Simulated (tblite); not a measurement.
Compound: C7H13FOS.
SMILES with atom numbers: `[CH3:1][O:2][CH2:3][C@H:4]([CH3:5])/[C:6](=[CH:7]/[F:8])[S:9][CH3:10]` (hydrogens: H11, H12, H13 on C1; H14, H15 on C3; H16 on C4; H17, H18, H19 on C5; H20 on C7; H21, H22, H23 on C10)

A start from a force field or distance geometry was refined with tblite 0.8.0, GFN2-xTB geometry optimisation, gas phase. Values at the start:

| coordinate | start |
| --- | --- |
| C1–O2 | 1.405 Å |
| C1–H11 | 1.100 Å |
| C1–H12 | 1.098 Å |
| O2–C3 | 1.436 Å |
| C3–C4 | 1.527 Å |
| C3–H14 | 1.096 Å |
| C4–C5 | 1.549 Å |
| C4–C6 | 1.516 Å |
| C4–H16 | 1.099 Å |
| C5–H17 | 1.089 Å |
| C6=C7 | 1.344 Å |
| C6–S9 | 1.757 Å |
| C7–F8 | 1.349 Å |
| C7–H20 | 1.082 Å |
| S9–C10 | 1.805 Å |
| C10–H21 | 1.101 Å |
| O2–C3–C4 | 111.9° |
| C3–C4–C5 | 111.7° |
| C4–C6–C7 | 122.8° |
| C4–C6–S9 | 117.2° |
| C5–C4–C6 | 111.3° |
| C6–C7–F8 | 123.6° |
| C6–S9–C10 | 100.3° |
| C7–C6–S9 | 120.0° |
| C1–O2–C3–C4 | 179° |
| C3–C4–C6–C7 | 58° |
| C4–C6–S9–C10 | -114° |

Question: How do these coordinates change at the GFN2-xTB level?

Answer: 
```json
{"coordinate": "O2–C3", "GFN2-xTB (Å or °)": "1.409", "change": "-0.027"}
{"coordinate": "C4–C5", "GFN2-xTB (Å or °)": "1.530", "change": "-0.019"}
{"coordinate": "C6=C7", "GFN2-xTB (Å or °)": "1.326", "change": "-0.018"}
{"coordinate": "C10–H21", "GFN2-xTB (Å or °)": "1.085", "change": "-0.016"}
{"coordinate": "S9–C10", "GFN2-xTB (Å or °)": "1.816", "change": "+0.011"}
{"coordinate": "C6–S9", "GFN2-xTB (Å or °)": "1.768", "change": "+0.011"}
{"coordinate": "C1–H12", "GFN2-xTB (Å or °)": "1.088", "change": "-0.010"}
{"coordinate": "C3–C4", "GFN2-xTB (Å or °)": "1.533", "change": "+0.006"}
{"coordinate": "C3–H14", "GFN2-xTB (Å or °)": "1.102", "change": "+0.006"}
{"coordinate": "C4–C6", "GFN2-xTB (Å or °)": "1.511", "change": "-0.005"}
{"coordinate": "C7–H20", "GFN2-xTB (Å or °)": "1.078", "change": "-0.004"}
{"coordinate": "C1–H11", "GFN2-xTB (Å or °)": "1.097", "change": "-0.003"}
{"coordinate": "C7–F8", "GFN2-xTB (Å or °)": "1.352", "change": "+0.003"}
{"coordinate": "C4–H16", "GFN2-xTB (Å or °)": "1.096", "change": "-0.003"}
{"coordinate": "C5–H17", "GFN2-xTB (Å or °)": "1.087", "change": "-0.002"}
{"coordinate": "C1–O2", "GFN2-xTB (Å or °)": "1.403", "change": "-0.002"}
{"coordinate": "C7–C6–S9", "GFN2-xTB (Å or °)": "127.8", "change": "+7.8"}
{"coordinate": "C4–C6–S9", "GFN2-xTB (Å or °)": "111.0", "change": "-6.2"}
{"coordinate": "C6–S9–C10", "GFN2-xTB (Å or °)": "105.2", "change": "+4.9"}
{"coordinate": "C6–C7–F8", "GFN2-xTB (Å or °)": "125.2", "change": "+1.6"}
{"coordinate": "C4–C6–C7", "GFN2-xTB (Å or °)": "121.2", "change": "-1.6"}
{"coordinate": "C5–C4–C6", "GFN2-xTB (Å or °)": "109.9", "change": "-1.4"}
{"coordinate": "C3–C4–C5", "GFN2-xTB (Å or °)": "111.0", "change": "-0.7"}
{"coordinate": "O2–C3–C4", "GFN2-xTB (Å or °)": "111.2", "change": "-0.7"}
{"coordinate": "C4–C6–S9–C10", "GFN2-xTB (Å or °)": "-161", "change": "-47"}
{"coordinate": "C3–C4–C6–C7", "GFN2-xTB (Å or °)": "42", "change": "-16"}
{"coordinate": "C1–O2–C3–C4", "GFN2-xTB (Å or °)": "-179", "change": "+2"}
```

The energy falls by 18.5 kJ/mol over 144 L-BFGS steps, the largest force on an atom goes from 1.37 to 0.008 eV/Å, and the atoms move by 0.480 Å rms after alignment. The bond that changes most is O2–C3 (ether oxygen to sp3 carbon bound to oxygen), which shortens by 0.027 Å. Bonds longer at the end by more than 0.005 Å: 5 of 22; shorter: 7. Among the dihedrals that turn most is C7–C6–S9–C10, from 68° to 17°. Rotational constants go from 1788, 625.5, 550.7 to 1871, 640.0, 533.4 MHz.

On one thread of an Arm Neoverse V1, shared host, this took 1.3 s of wall time.

Its lowest GFN2-xTB frequency is 15 cm⁻¹, too small to tell a flat minimum from a shallow saddle. One conformer, not necessarily the lowest. 3 starts were optimised and ended at 0.00, 0.81 and 2.26 kcal/mol (GFN2-xTB); the lowest of these is shown.

All values are computed, not measured.
